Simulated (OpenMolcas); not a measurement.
**Au³⁺: effect of the IPEA shift**

```json
{
  "Program": "OpenMolcas 26.06",
  "Basis": "ANO-RCC-VTZP [8s7p5d3f1g]",
  "Scalar Hamiltonian": "DKH2, point nucleus",
  "Active space": "8 electrons in 5 orbitals (5d)",
  "State averaging": "2S+1 = 3 even, 10 roots; 2S+1 = 1 even, 15 roots",
  "Spin-orbit coupling": "RASSI with atomic mean-field integrals over the reference wave functions, term energies averaged over their components"
}
```

Methods on the same reference wave functions:
A. CASSCF
B. SS-CASPT2, IPEA 0 Eh, imaginary shift 0.1 Eh (closed shells correlated: 5s 5p)
C. SS-CASPT2, IPEA 0.25 Eh, imaginary shift 0.1 Eh (closed shells correlated: 5s 5p)

Energies in cm⁻¹ above 5d⁸ ³F₄, the measured ground level; measured values from Zainab et al., Astrophys. J. Suppl. Ser. 267, 12 (2023).

```
         Level      A      B      C  Measured
       5d⁸ ³F₄    0.0    0.0    0.0       0.0
       5d⁸ ³F₃  12367  12490  12500     12294
5d⁸ ³P₂ [51 %]  20804  18780  19090          
       5d⁸ ³P₀  23563  19160  19640     18185
       5d⁸ ³P₁  26427  22510  23090     21490
       5d⁸ ¹G₄  29602  26860  26660     25702
       5d⁸ ¹S₀  62739  56200  56270     55278
```

Deviations, from unrounded energies. A percentage is the sum of absolute deviations over the sum of measured energies, with the sign that they share, or ± where signs differ.

```csv
Against measurement,Levels,A,B,C
mean absolute deviation (cm-1),5,4300,850,1000
fine structure of the ground term (%),1,+0.6,+1.6,+1.7
other terms of the ground configuration (%),4,+18.0,+3.4,+4.1
```

B lies closest to measurement on these levels and A furthest from it. The largest miss of B in the table is 5d⁸ ¹G₄, by +1200 cm-1. The ranking rests on the paired levels alone, and a cruder setting can come out closer through cancelling errors.

Between B and C the level of the table that moves most is 5d⁸ ³P₁, by 590 cm-1 (lowest in B, highest in C). Moves below CASPT2's spread within the term are not significant.

The mean deviations of B to C differ by less than CASPT2's widest spread within a term (1300 cm-1), so their order carries little weight.

From A to B the spin-free energies of the other terms of 5d⁸ shown, above ³F, scale by factors of 0.71 to 0.85, as is usual when dynamic correlation screens the repulsion within a d or f shell.

The lowest spin-free term lies below A's lowest term by 0.409 hartree in B, 0.403 hartree in C.

CASPT2 breaks the degeneracy within a term, and the mean is taken; among the terms shown or strongly mixed into the levels shown the widest spread is 1300 cm-1 (5d⁸ ¹G, B). Without dynamic correlation excited terms often stand tens of per cent too high (terms of higher spin than the ground term too low), and those without a measured partner can miss by more than the paired ones (holds for A). Measured partners are found by configuration, term and J. A level has none where our copy of the source lacks it or the pairing is in doubt (some pairs that miss far off the trend of their configuration count as doubtful), and it then counts in no deviation. Levels of configurations outside the active space are missing. The table leaves out levels that lie high or whose names do not pair safely across all columns.

A share in square brackets marks a mixed level and gives the weight of the term that names it, the lowest over the columns.
